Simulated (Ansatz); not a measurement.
`CC[O][Sb]([SiH3])[Cl]`, relaxed with RKS PBE-D4/def2-SVP in the Gaussian-basis code of Ansatz from a rough embedded geometry. The force threshold is 0.03 eV/Å; the program also tests the step.

Charge 0, multiplicity 1. Sb takes the def2 core potential.

Start:

```xyz
14

C     2.369   -0.159   -0.758
C     0.849   -0.291   -0.949
O     0.164    0.869   -0.471
Sb   -1.854    0.450   -0.805
Si   -2.086   -0.352    1.600
Cl   -2.380    2.755   -0.092
H     2.882   -1.016   -1.128
H     2.537    0.022    0.307
H     2.702    0.801   -1.363
H     0.663   -0.446   -2.055
H     0.542   -1.180   -0.394
H    -1.492   -1.699    1.656
H    -3.523   -0.348    1.953
H    -1.372    0.594    2.498
```

By how much does the energy fall, and how many steps does the optimiser take? (An estimate is asked.)

Computed: 0.58 eV, in 35 steps, 2 of them rejected.

Which bonds change most? (Best estimate.)

The calculation gave: C1–H9 from 1.183 to 1.109 Å; Sb4–Si5 from 2.547 to 2.614 Å; O3–Sb4 from 2.088 to 2.023 Å; C1–H7 from 1.065 to 1.110 Å.

Give the relaxed structure. (An estimate is asked.)

Ansatz gave: 
```xyz
14

C     2.091    0.341   -0.923
C     1.087   -0.778   -1.174
O     0.023   -0.764   -0.223
Sb   -1.657    0.289   -0.624
Si   -2.373   -0.194    1.844
Cl   -0.995    2.542    0.032
H     2.955    0.258   -1.614
H     2.469    0.290    0.118
H     1.623    1.336   -1.063
H     0.707   -0.725   -2.225
H     1.582   -1.771   -1.072
H    -2.763   -1.639    2.016
H    -3.550    0.677    2.191
H    -1.199    0.138    2.718
```
